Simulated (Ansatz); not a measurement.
Geometry optimisation, Ansatz 0.2.0, RKS B3LYP/def2-SVP.

The input (input.yaml):

```yaml
crystal:
  periodic: [false, false, false]
  atoms:
    - { symbol: C, position_ang: [-0.97185, 0.43914, -0.30966] }
    - { symbol: In, position_ang: [1.07072, -0.30626, 0.13182] }
    - { symbol: Cl, position_ang: [1.20364, -1.83618, 1.84446] }
    - { symbol: H, position_ang: [-1.16827, 0.47068, -1.37751] }
    - { symbol: H, position_ang: [-1.64037, -0.26622, 0.18134] }
    - { symbol: H, position_ang: [-1.1015, 1.43086, 0.11786] }
    - { symbol: H, position_ang: [2.60763, 0.06799, -0.58831] }
basis:
  gaussian: { orbitals: def2-SVP }
hamiltonian:
  xc: b3lyp
relax:
  f_tol: 0.015
  max_steps: 40
output:
  orbitals: {}
```

Run as:

```bash
$ ansatz run input.yaml --threads 1 --pin off --max-ram 2048MiB --backend cpu --events-out ev --progress --plain --runs-dir out
```

Problem. Where does it end, and by what steps?

Solution. The run converged. After 5 steps the energy has fallen by 0.088 eV; In2 moved furthest, 0.07 Å.

```csv
step,energy less start (eV),largest force component (eV/Å),accepted
0,0.0000,1.197,yes
1,-0.0607,0.348,yes
2,-0.0867,0.132,yes
3,-0.0878,0.052,yes
4,-0.0878,0.057,yes
5,-0.0880,0.009,yes
```

```xyz
7
Properties=species:S:1:pos:R:3
C -0.962 0.419 -0.297
In 1.061 -0.259 0.079
Cl 1.190 -1.848 1.867
H -1.155 0.465 -1.378
H -1.670 -0.269 0.186
H -1.085 1.426 0.130
H 2.621 0.067 -0.587
```

Time of the run: 25 s on 1 thread of Arm Neoverse V1, with other jobs on the host, peak memory 0.16 GiB.
